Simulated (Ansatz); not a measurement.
The first iterations of a band of CH$_{9}$NOSSi$_{2}$ (15 atoms, charge 0, multiplicity 1).

Level of theory: RKS B3LYP/def2-SVP in Ansatz.

| Quantity | Value |
| --- | --- |
| movable images | 9 |
| climbing image | yes |
| spring | 5.0 eV/Å² |
| optimiser | quadratic models (default) |
| start path | through a guess of the saddle point |
| force threshold | 0.05 eV/Å |
| iteration limit | 49 |
| end points | relaxed |

Image 0:

```xyz
15
Properties=species:S:1:pos:R:3
N -0.711 -0.343 1.277
C -0.357 -0.473 -0.109
Si 1.263 -1.482 -0.374
S -1.755 -1.355 -1.029
O -0.186 0.794 -0.706
Si 0.009 2.228 0.170
H -1.706 -0.153 1.412
H -0.445 -1.138 1.854
H 1.484 -1.644 -1.835
H 1.134 -2.814 0.287
H 2.417 -0.751 0.229
H -1.389 -0.955 -2.268
H -1.208 2.604 0.942
H 1.192 2.190 1.074
H 0.234 3.241 -0.896
```

Image 10:

```xyz
15
Properties=species:S:1:pos:R:3
N -0.148 -0.600 1.612
C -0.014 -0.436 0.195
Si 1.254 -1.695 -0.520
S -1.725 -0.716 -0.625
O 0.464 0.841 -0.121
Si -0.345 2.321 -0.100
H -0.864 0.011 2.010
H -0.370 -1.561 1.870
H 1.226 -1.609 -2.006
H 0.868 -3.069 -0.084
H 2.620 -1.380 -0.019
H -1.352 -0.473 -1.905
H -1.104 2.550 -1.360
H -1.268 2.433 1.067
H 0.736 3.333 0.016
```

| iteration | highest image above the first end (eV) | largest band force component (eV/Å) |
| --- | --- | --- |
| 1 | 281.937 | 720.744 |
| 2 | 198.712 | 721.905 |
| 3 | 108.228 | 227.211 |
| 4 | 73.874 | 136.073 |
| 5 | 42.591 | 77.940 |
| 6 | 27.757 | 54.277 |
| 7 | 22.986 | 32.154 |
| 8 | 15.599 | 21.353 |
| 9 | 11.645 | 15.306 |
| 10 | 7.490 | 10.719 |
| 11 | 5.277 | 8.421 |
| 12 | 2.664 | 5.410 |
| 13 | 1.256 | 2.532 |
| 14 | 0.551 | 1.177 |

Problem. Does the band converge within its limit, and where does its top end?

Solution. The forces met the threshold. It ended after 43 iterations with the highest image 0.211 eV above the first end. The profile has 2 maxima (images 4, 7) with wells between them (image 6): this band takes more than one step, which may be the mechanism or a detour left from its start path. A vibrational analysis at the climbing image gives one clearly imaginary mode, 79i cm⁻¹: a first-order saddle point.

Time of the run: 24 min on 2 threads of AMD EPYC 9R14 (Zen 4), with other jobs on the host, peak memory 0.46 GiB.
